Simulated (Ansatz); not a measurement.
A structure relaxed at PBE-D4/def2-SVP in Ansatz, charge 0, singlet:

```
atom   x (Å)   y (Å)   z (Å)
 Si1  -0.749   0.900   0.261
 Sn2   1.540   1.371   1.278
 Sn3   0.969   0.254  -1.688
 Sn4  -1.740  -1.079  -1.179
 Sn5  -0.021  -1.446   1.328
```

Q: Give its formula and point group.

A: the cluster SiSn₄. Point group Cs (tolerance 0.1 Å).

Q: Summarise the bond lengths by kind (pairs closer than 1.2 times the sum of covalent radii, bridged metal pairs left out).

A: 4 × Si–Sn 2.55 to 2.68 Å; 4 × Sn–Sn 3.06 to 3.22 Å.

In the def2 sets Sn takes a core potential; there is no spin–orbit coupling. The restricted singlet is unstable towards broken spin symmetry in Hartree–Fock (as tested in another run); at PBE-D4/def2-SVP this wasn't settled. Another isomer (singlet) lies 0.52 eV lower at PBE0-D4/def2-TZVP; other spin states weren't run for this one.
